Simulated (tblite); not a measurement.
3-chloro-1,1,1,2,2-pentafluoropropane, C3H2ClF5.
Numbering: `[F:1][C:2]([F:3])([F:4])[C:5]([F:6])([F:7])[CH2:8][Cl:9]` (hydrogens: H10, H11 on C8)

Computed with GFN2-xTB (tblite), gas phase: nudged elastic band of 9 images (0 to 8), spring 0.2 eV/Å², climbing image at the end, force threshold 0.05 eV/Å. The top image wasn't refined or checked by frequencies; at this threshold it can lie a kcal/mol or more above the true saddle point of the method.

The band describes a rotation about C2–C5 (CF3 carbon, CF2 carbon), followed by the dihedral F1–C2–C5–C8, from the optimised start (-42°) to a second optimised geometry at 79°.

Q: Give the energy profile along the converged band.

A: 
| image | dihedral (°) | E (kcal/mol) | C2–C5 (Å) | F1···C8 (Å) | largest true force (eV/Å) |
| --- | --- | --- | --- | --- | --- |
| 0 | -42 | 0.00 | 1.558 | 2.82 | 0.01 |
| 1 | -27 | 0.33 | 1.561 | 2.75 | 0.04 |
| 2 | -12 | 1.13 | 1.566 | 2.73 | 0.05 |
| 3 | 3 | 1.81 | 1.568 | 2.75 | 0.03 |
| 4 | 19 | 1.96 | 1.566 | 2.80 | 0.05 |
| 5 | 35 | 1.56 | 1.561 | 2.88 | 0.05 |
| 6 | 50 | 0.87 | 1.557 | 2.97 | 0.05 |
| 7 | 65 | 0.26 | 1.556 | 3.06 | 0.04 |
| 8 | 79 | 0.00 | 1.558 | 3.16 | 0.01 |

Barriers of this band. The top is image 4 at 19°: 2.0 kcal/mol in either direction, as the ends lie within 0.002 eV of each other. The central bond is 0.008 Å longer at the top than at the start.

Q: What rate follows at 298 K for crossing this barrier forward?

A: Taking the electronic barrier for the free energy of activation (no zero-point or entropy terms, transmission 1), rate = (kT/h)·exp(−ΔE/kT) ≈ 2 × 10^11 s⁻¹, whose inverse is 4 × 10^-12 s. An error of 1 kcal/mol in the barrier changes this by a factor of 5, and the method and the loose band can each miss by that much or more. The barrier is only 3.3 kT, where transition-state theory is rough.

What follows is the cost of the whole band run. Time: 8.2 s; peak memory 0.18 GiB. Hardware: one thread, Intel Xeon at 2.50 GHz (x86_64), shared host with 64 logical CPUs at a one-minute load of 55.
